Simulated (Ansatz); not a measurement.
Correlation energies of `[SiH3][SiH2]O[SiH2]S` by basis set

```xyz
13

Si   -1.320    1.672    0.693
Si   -1.313   -0.421   -0.367
O     0.126   -0.723   -1.114
Si    1.725   -0.626   -0.800
S     2.195   -1.123    1.218
H    -1.105    2.761   -0.299
H    -2.637    1.882    1.354
H    -0.247    1.746    1.720
H    -1.593   -1.493    0.627
H    -2.365   -0.472   -1.416
H     2.408   -1.541   -1.741
H     2.199    0.771   -0.945
H     1.927   -2.432    1.071
```

Charge 0, multiplicity 1. The geometry is a stationary point of PBE0-D4/def2-TZVP. It is one conformer, not always the lowest. Frozen core, restricted reference, Ansatz 0.2.0. CBS rows extrapolate triple and quadruple zeta; past MP2 they add the triple-zeta difference.

```
     basis      HF (Eh)  MP2 corr.  CCSD corr.       (T)  CCSD(T) total
def2-TZVPP  -1344.05326   -0.78533    -0.86008  -0.03244    -1344.94578
def2-QZVPP  -1344.09609   -0.84877           –         –              –
 CBS(def2)  -1344.10199   -0.89577    -0.97052     as TZ    -1345.10495
```
